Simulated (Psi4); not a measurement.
Psi4 input (wB97X-D/6-311+G**):

```
memory 1500 MB

molecule {
-1 1
N     1.55609700    0.33309800   -0.75361700
Si    0.13437200    0.01844000   -0.05658700
F    -0.61488300   -1.41739800   -0.29314300
F    -0.04113500    0.11298600    1.56798400
F    -1.02437600    1.04428000   -0.54290600
H     2.34965500   -0.24866200   -0.51987900
symmetry c1
no_reorient
no_com
}

set {
  basis 6-311+G**
  reference rks
  scf_type df
  df_basis_scf def2-universal-jkfit
  dft_radial_points 99
  dft_spherical_points 590
  e_convergence 1e-8
  d_convergence 1e-7
  maxiter 150
}

e = energy('wb97x-d')
print_out(f'\nFINAL {e:.10f} DIPOLE {variable("CURRENT DIPOLE")[0]:.6f} {variable("CURRENT DIPOLE")[1]:.6f} {variable("CURRENT DIPOLE")[2]:.6f}\n')
```

Output:

```
   => Loading Basis Set <=

    Name: 6-311+G**
    Role: ORBITAL
    Keyword: BASIS
    atoms 1   entry N          line   150 file 6-311pgss.gbs
    atoms 2   entry SI         line   351 file 6-311pgss.gbs
    atoms 3-5 entry F          line   192 file 6-311pgss.gbs
    atoms 6   entry H          line    42 file 6-311pgss.gbs

   => WB97X-D: Empirical Dispersion <=

    Chai and Head-Gordon Dispersion Correction
    Chai, J.-D.; Head-Gordon, M. (2010), J. Chem. Phys., 132: 6615-6620

        s6 =       1.000000

         ---------------------------------------------------------
                                   SCF
               by Justin Turney, Rob Parrish, Andy Simmonett
                          and Daniel G. A. Smith
                              RKS Reference
         ---------------------------------------------------------

  ==> Geometry <==

    Molecular point group: c1
    Full point group: C1

    Geometry (in Angstrom), charge = -1, multiplicity = 1:

       Center              X                  Y                   Z               Mass
    ------------   -----------------  -----------------  -----------------  -----------------
         N            1.556097000000     0.333098000000    -0.753617000000    14.003074004430
         SI           0.134372000000     0.018440000000    -0.056587000000    27.976926534650
         F           -0.614883000000    -1.417398000000    -0.293143000000    18.998403162730
         F           -0.041135000000     0.112986000000     1.567984000000    18.998403162730
         F           -1.024376000000     1.044280000000    -0.542906000000    18.998403162730
         H            2.349655000000    -0.248662000000    -0.519879000000     1.007825032230

  Running in c1 symmetry.

  Rotational constants: A =      0.14246  B =      0.12959  C =      0.12784 [cm^-1]
  Rotational constants: A =   4270.70401  B =   3885.13516  C =   3832.69007 [MHz]
  Nuclear repulsion =  253.405731628469027

  Charge       = -1
  Multiplicity = 1
  Electrons    = 50
  Nalpha       = 25
  Nbeta        = 25

  ==> Algorithm <==

  SCF Algorithm Type is DF.
  DIIS enabled.
  MOM disabled.
  Fractional occupation disabled.
  Guess Type is SAD.
  Energy threshold   = 1.00e-08
  Density threshold  = 1.00e-07
  Integral threshold = 1.00e-12

  ==> Primary Basis <==

  Basis Set: 6-311+G**
    Blend: 6-311+G**
    Number of shells: 58
    Number of basis functions: 124
    Number of Cartesian functions: 129
    Spherical Harmonics?: true
    Max angular momentum: 2

  ==> DFT Potential <==

   => LibXC <=

    Version 7.1.2
    S. Lehtola, C. Steigemann, M. J. T. Oliveira, and M. A. L. Marques,  SoftwareX 7, 1–5 (2018) (10.1016/j.softx.2017.11.002)

   => Composite Functional: WB97X-D <=

    wB97X-D Hyb-GGA Exchange-Correlation Functional

    J.-D. Chai and M. Head-Gordon,  Phys. Chem. Chem. Phys. 10, 6615–6620 (2008) (10.1039/B810189B)

    Deriv               =              1
    GGA                 =           TRUE
    Meta                =          FALSE

    Exchange Hybrid     =           TRUE
    MP2 Hybrid          =          FALSE

   => Exchange-Correlation Functionals <=

    1.0000   wB97X-D range-separated functional

   => Exact (HF) Exchange <=

    0.7780            HF,LR [omega = 0.2000]
    0.2220               HF

   => LibXC Density Thresholds  <==

    XC_HYB_GGA_XC_WB97X_D:  1.00E-14

   => Molecular Quadrature <=

    Radial Scheme          =       TREUTLER
    Pruning Scheme         =           NONE
    Nuclear Scheme         =       TREUTLER

    Blocking Scheme        =         OCTREE
    BS radius alpha        =              1
    Pruning alpha          =              1
    Radial Points          =             99
    Spherical Points       =            590
    Total Points           =         338853
    Total Blocks           =           2509
    Max Points             =            256
    Max Functions          =            118
    Weights Tolerance      =       1.00E-15

   => Loading Basis Set <=

    Name: DEF2-UNIVERSAL-JKFIT
    Role: JKFIT
    Keyword: DF_BASIS_SCF
    atoms 1   entry N          line   258 file def2-universal-jkfit.gbs
    atoms 2   entry SI         line   737 file def2-universal-jkfit.gbs
    atoms 3-5 entry F          line   378 file def2-universal-jkfit.gbs
    atoms 6   entry H          line    18 file def2-universal-jkfit.gbs

  ==> Integral Setup <==

  SCF_SUBTYPE=INCORE selected. In-core MEM_DF algorithm will be used.
  Using in-core AOs.

  ==> MemDFJK: Density-Fitted J/K Matrices <==

    J tasked:                   Yes
    K tasked:                   Yes
    wK tasked:                  Yes
    Omega:                2.000E-01
    Algorithm:                 Core
    Schwarz Cutoff:           1E-12
    Mask sparsity (%):       3.4599
    Fitting Condition:        1E-10

   => Auxiliary Basis Set <=

  Basis Set: DEF2-UNIVERSAL-JKFIT
    Blend: DEF2-UNIVERSAL-JKFIT
    Number of shells: 144
    Number of basis functions: 454
    Number of Cartesian functions: 547
    Spherical Harmonics?: true
    Max angular momentum: 4

  Cached 100.0% of DFT collocation blocks in 0.837 [GiB].

  Minimum eigenvalue in the overlap matrix is 5.2969281094E-04.
  Reciprocal condition number of the overlap matrix is 7.2189866319E-05.
    Using symmetric orthogonalization.

  ==> Pre-Iterations <==

  SCF Guess: Superposition of Atomic Densities via on-the-fly atomic UHF (no occupation information).

   -------------------------
    Irrep   Nso     Nmo
   -------------------------
     A        124     124
   -------------------------
    Total     124     124
   -------------------------

  ==> Iterations <==

                           Total Energy        Delta E     RMS |[F,P]|

   @DF-RKS iter SAD:  -643.56539958325016   -6.43565e+02   0.00000e+00
   @DF-RKS iter   1:  -644.21707578867188   -6.51676e-01   8.69030e-03 ADIIS/DIIS
   @DF-RKS iter   2:  -643.99529153498770    2.21784e-01   9.91362e-03 ADIIS/DIIS
   @DF-RKS iter   3:  -644.63449820013864   -6.39207e-01   1.15327e-03 ADIIS/DIIS
   @DF-RKS iter   4:  -644.64092677113547   -6.42857e-03   5.86912e-04 ADIIS/DIIS
   @DF-RKS iter   5:  -644.64254314383049   -1.61637e-03   8.28396e-05 DIIS
   @DF-RKS iter   6:  -644.64259086331526   -4.77195e-05   2.24245e-05 DIIS
   @DF-RKS iter   7:  -644.64259731338734   -6.45007e-06   5.45570e-06 DIIS
   @DF-RKS iter   8:  -644.64259770953743   -3.96150e-07   3.40194e-06 DIIS
   @DF-RKS iter   9:  -644.64259780615259   -9.66152e-08   6.27165e-07 DIIS
   @DF-RKS iter  10:  -644.64259781461135   -8.45876e-09   1.50259e-07 DIIS
   @DF-RKS iter  11:  -644.64259781510134   -4.89990e-10   3.48560e-08 DIIS
  Energy and wave function converged.

  ==> Post-Iterations <==

   Electrons on quadrature grid:
      Ntotal   =   50.0000011456 ; deviation = 1.146e-06

    Orbital Energies [Eh]
    ---------------------

    Doubly Occupied:

       1A    -66.134532     2A    -24.608136     3A    -24.607802
       4A    -24.607801     5A    -14.167633     6A     -5.260769
       7A     -3.607469     8A     -3.606471     9A     -3.602296
      10A     -1.122153    11A     -1.093255    12A     -1.090822
      13A     -0.682996    14A     -0.470975    15A     -0.402788
      16A     -0.399783    17A     -0.375599    18A     -0.350144
      19A     -0.348640    20A     -0.322474    21A     -0.317843
      22A     -0.306037    23A     -0.297898    24A     -0.149443
      25A     -0.121722

    Virtual:

      26A      0.191501    27A      0.205605    28A      0.213206
      29A      0.216137    30A      0.322366    31A      0.346720
      32A      0.349904    33A      0.352421    34A      0.385644
      35A      0.410376    36A      0.412108    37A      0.432982
      38A      0.451604    39A      0.463700    40A      0.472529
      41A      0.501696    42A      0.530084    43A      0.537191
      44A      0.546674    45A      0.551545    46A      0.551819
      47A      0.598799    48A      0.604704    49A      0.613567
      50A      0.619811    51A      0.671742    52A      0.689554
      53A      0.721626    54A      0.801834    55A      0.886496
      56A      0.922668    57A      0.991600    58A      1.073746
      59A      1.139867    60A      1.156809    61A      1.211135
      62A      1.217044    63A      1.321721    64A      1.441559
      65A      1.507497    66A      1.509017    67A      1.555874
      68A      1.563784    69A      1.574156    70A      1.596837
      71A      1.605176    72A      1.614029    73A      1.654152
      74A      1.674120    75A      1.735151    76A      1.745466
      77A      1.750532    78A      1.850606    79A      2.216478
      80A      2.218844    81A      2.298377    82A      2.405442
      83A      2.483671    84A      2.631260    85A      2.703974
      86A      2.898629    87A      3.017178    88A      3.300769
      89A      4.026631    90A      4.053931    91A      4.054355
      92A      4.056421    93A      4.061061    94A      4.073709
      95A      4.075021    96A      4.077378    97A      4.081885
      98A      4.154091    99A      4.154373   100A      4.176077
     101A      4.202006   102A      4.251382   103A      4.391162
     104A      4.486372   105A      4.497473   106A      4.821188
     107A      6.100685   108A      6.546343   109A      6.552749
     110A      6.626282   111A      6.628176   112A      6.640842
     113A      6.652206   114A      6.703950   115A      6.727618
     116A      6.734789   117A     11.702089   118A     11.721628
     119A     11.903682   120A     35.844981   121A     67.127221
     122A     67.132873   123A     67.175219   124A    141.584749

    Final Occupation by Irrep:
              A
    DOCC [    25 ]
    NA   [    25 ]
    NB   [    25 ]

  @DF-RKS Final Energy:  -644.64259781510134

   => Energetics <=

    Nuclear Repulsion Energy =            253.4057316284690273
    One-Electron Energy =               -1410.6593793640049626
    Two-Electron Energy =                 555.4346832209723743
    DFT Exchange-Correlation Energy =     -42.8224387932634301
    Empirical Dispersion Energy =          -0.0011945072743782
    VV10 Nonlocal Energy =                  0.0000000000000000
    Total Energy =                       -644.6425978151013396

Computation Completed

Properties will be evaluated at   0.000000,   0.000000,   0.000000 [a0]

Properties computed using the SCF density matrix

 Multipole Moments:

 ------------------------------------------------------------------------------------
     Multipole            Electronic (a.u.)      Nuclear  (a.u.)        Total (a.u.)
 ------------------------------------------------------------------------------------

 L = 1.  Multiply by 2.5417464519 to convert [e a0] to [Debye]
 Dipole X            :         -0.5759046           -0.0000076           -0.5759122
 Dipole Y            :         -0.5883345           -0.0000076           -0.5883421
 Dipole Z            :          0.6613337           -0.0000019            0.6613318
 Magnitude           :                                                    1.0560213

 ------------------------------------------------------------------------------------

FINAL -644.6425978151 DIPOLE -0.575912 -0.588342 0.661332

*** Psi4 exiting successfully. Buy a developer a beer!
```

The dipole moment of an ion depends on the origin.

The geometry given is a B3LYP-D3(BJ)/def2-TZVP minimum.
